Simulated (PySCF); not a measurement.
ClH2InS2, SMILES [SH][In]([Cl])[SH].

Geometry optimised at B3LYP-D3(BJ)/def2-SVP. The def2 effective core potentials stand for the cores of In; spin–orbit coupling is left out. One conformer was computed; it need not be the lowest.

All values below come from B3LYP-D3(BJ)/def2-SVP run with PySCF 2.14.0.

Frequencies are harmonic and unscaled.

```json
[
 {"mode": "1", "ν (cm⁻¹)": "78", "IR (km/mol)": "7.8", "Raman (Å⁴/amu)": "4.3", "depolarisation": "0.71", "moving atoms (share of kinetic energy)": "S 73 %, In 17 %"},
 {"mode": "2", "ν (cm⁻¹)": "88", "IR (km/mol)": "5.1", "Raman (Å⁴/amu)": "3.4", "depolarisation": "0.75", "moving atoms (share of kinetic energy)": "Cl 51 %, S 32 %, In 16 %"},
 {"mode": "3", "ν (cm⁻¹)": "91", "IR (km/mol)": "7.7", "Raman (Å⁴/amu)": "0.1", "depolarisation": "0.75", "moving atoms (share of kinetic energy)": "In 47 %, S 37 %, Cl 16 %"},
 {"mode": "4", "ν (cm⁻¹)": "166", "IR (km/mol)": "0.0", "Raman (Å⁴/amu)": "0.1", "depolarisation": "0.75", "moving atoms (share of kinetic energy)": "H 98 %"},
 {"mode": "5", "ν (cm⁻¹)": "215", "IR (km/mol)": "27.9", "Raman (Å⁴/amu)": "4.7", "depolarisation": "0.75", "moving atoms (share of kinetic energy)": "H 95 %"},
 {"mode": "6", "ν (cm⁻¹)": "311", "IR (km/mol)": "0.0", "Raman (Å⁴/amu)": "43.2", "depolarisation": "0.12", "moving atoms (share of kinetic energy)": "S 78 %, Cl 19 %"},
 {"mode": "7", "ν (cm⁻¹)": "366", "IR (km/mol)": "39.3", "Raman (Å⁴/amu)": "6.3", "depolarisation": "0.75", "moving atoms (share of kinetic energy)": "S 66 %, In 31 %"},
 {"mode": "8", "ν (cm⁻¹)": "374", "IR (km/mol)": "53.7", "Raman (Å⁴/amu)": "6.0", "depolarisation": "0.73", "moving atoms (share of kinetic energy)": "Cl 60 %, In 29 %, S 11 %"},
 {"mode": "9", "ν (cm⁻¹)": "671", "IR (km/mol)": "11.1", "Raman (Å⁴/amu)": "4.4", "depolarisation": "0.75", "moving atoms (share of kinetic energy)": "H 95 %"},
 {"mode": "10", "ν (cm⁻¹)": "697", "IR (km/mol)": "0.0", "Raman (Å⁴/amu)": "6.2", "depolarisation": "0.69", "moving atoms (share of kinetic energy)": "H 94 %"},
 {"mode": "11", "ν (cm⁻¹)": "2662", "IR (km/mol)": "4.5", "Raman (Å⁴/amu)": "0.1", "depolarisation": "0.74", "moving atoms (share of kinetic energy)": "H 97 %"},
 {"mode": "12", "ν (cm⁻¹)": "2663", "IR (km/mol)": "1.4", "Raman (Å⁴/amu)": "236.6", "depolarisation": "0.31", "moving atoms (share of kinetic energy)": "H 97 %"}
]
```
